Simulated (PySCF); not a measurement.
Several compounds and their computed core spectra got separated.

Computed, not measured: PySCF, delta-SCF UKS SCAN, pcX-2 on the ionised atom, pcseg-1 elsewhere, spin-free X2C. Geometries: PBE0-D3(BJ)/def2-SVP; isolated species, one conformer each.

Line lists (1s up to Mg, 2p3/2 beyond, nothing for Se; areas count atoms within a level, one atom standing for each set equivalent by bonding):
1. B 1s: 193.83 eV; C 1s: 291.90 (area 1), 292.78 (area 1), 293.04 (area 1) eV; N 1s: 406.75 eV
2. C 1s: 289.68 (area 1), 290.17 (area 1), 290.33 (area 1), 290.49 (area 1), 290.60 (area 1), 290.67 (area 1), 290.97 (area 1) eV; P 2p3/2: 137.71 eV
3. C 1s: 290.72 (area 1), 291.22 (area 1), 292.67 (area 1) eV; F 1s: 692.99 eV

Structures:
A. `C/C=C/F`
B. `[BH3-][N+]#CCC`
C. `C=CC1=CC=C(C)[P@H]1=[Se]`

Question: Match each list to its structure.

Answer: 
- 1 = B: no other candidate has this set of levels. B 1s: 193.83 four-coordinate boron; C 1s: 291.90 methyl carbon, 292.78 triply bonded carbon, 293.04 chain CH2 carbon; N 1s: 406.75 nitrogen bonded to B and C.
- 2 = C: no other candidate has this set of levels. C 1s: 289.68 terminal =CH2 carbon, 290.17 fully substituted alkene carbon, 290.33 fully substituted alkene carbon, 290.49 alkene CH carbon, 290.60 alkene CH carbon, 290.67 alkene CH carbon, 290.97 allylic carbon; P 2p3/2: 137.71 phosphorus bonded to 2 C, Se and H.
- 3 = A: no other candidate has this set of levels. C 1s: 290.72 alkene CH carbon, 291.22 allylic carbon, 292.67 vinylic C–F carbon; F 1s: 692.99 vinyl fluorine.

The 2p values add to the ΔSCF energy of one spin-free hole a correction within the shell (spin–orbit coupling, ligand field). 5 of these hole states are spin-contaminated (⟨S²⟩ up to 0.99, against 0.75; counted from 0.85) and less certain.
